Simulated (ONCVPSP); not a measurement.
## PBE ONCV dataset for sulfur (S), scalar-relativistic all-electron reference.

sulfur (S), optimised norm-conserving Vanderbilt (ONCV), made with ONCVPSP 4.0.1 (PBE, scalar-relativistic). Core [He], reference 2s2 2p6 3s1.5 3p4.5. Waves: 2s+3s: rc 0.65 bohr, ncon 4, nbas 8, qcut 19.5 1/bohr, 2 projectors; 2p+3p: rc 0.70 bohr, ncon 4, nbas 7, qcut 16.8 1/bohr, 2 projectors. Local part: polynomial inside 0.55 bohr (lpopt 5, dvloc0 4 Ha). Core correction: Teter function, fcfact 2.25, rcfact 1.2.

- Cutoffs needed: 137 Ha and 287 Ha (the cutoffs (Ha) at which the residual kinetic energy of the hardest occupied pseudo-wave falls to 1 and 0.1 mHa per electron)
- Ghost test: no bound ghost flagged; no localised positive-energy state flagged
- Largest excitation error: +5.3 meV (all-electron minus pseudo) for 2s2 2p6 3s2 3p2, out of 4 test configurations
- rms error of d²Exc/dni dnj: 1.97 mHa without and 2.44 mHa with the model core
